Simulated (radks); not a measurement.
Ionisation of neutral rhodium, [Kr] 4d8 5s1, to [Kr] 4d8 as the strength of local exchange is varied. Calculated with a radial shooting solver on a logarithmic mesh with Libxc functionals: Dirac Kohn-Sham, Slater X-alpha exchange (alpha = 2/3 is LDA exchange), no correlation, spin-unpolarised, spherical densities, point nucleus; open shells fill j = l - 1/2 first.

| alpha | E(Rh) (hartree) | exchange (hartree) | IE (eV) | -e of the level emptied (eV) | <r> of it (bohr) |
|---|---|---|---|---|---|
| 0.667 | -4776.26372 | -129.88409 | 6.822 | 3.668 (5s1/2) | 3.348 |
| 0.724 | -4787.37639 | -141.31726 | 7.130 | 3.948 (5s1/2) | 3.293 |
| 0.761 | -4794.60394 | -148.76674 | 7.333 | 4.134 (5s1/2) | 3.259 |
| 0.846 | -4811.24962 | -165.96354 | 7.810 | 4.575 (5s1/2) | 3.182 |
| 0.855 | -4813.01551 | -167.79116 | 7.861 | 4.622 (5s1/2) | 3.174 |
| 0.891 | -4820.08563 | -175.11456 | 8.067 | 4.815 (5s1/2) | 3.143 |
| 0.947 | -4831.10433 | -186.54768 | 8.393 | 5.122 (5s1/2) | 3.096 |
| 1.041 | -4849.65675 | -205.85140 | 8.952 | 5.655 (5s1/2) | 3.020 |

NIST Atomic Spectra Database: 7.459 eV (measured). The Delta-SCF value meets it near alpha = 0.78. Spin polarisation and multiplet splitting are left out, so open shells lie too high by an amount that depends on their filling.

Beside tabulated values, note that spin-unpolarised runs miss the spin-polarisation part of the exchange energy of open shells.
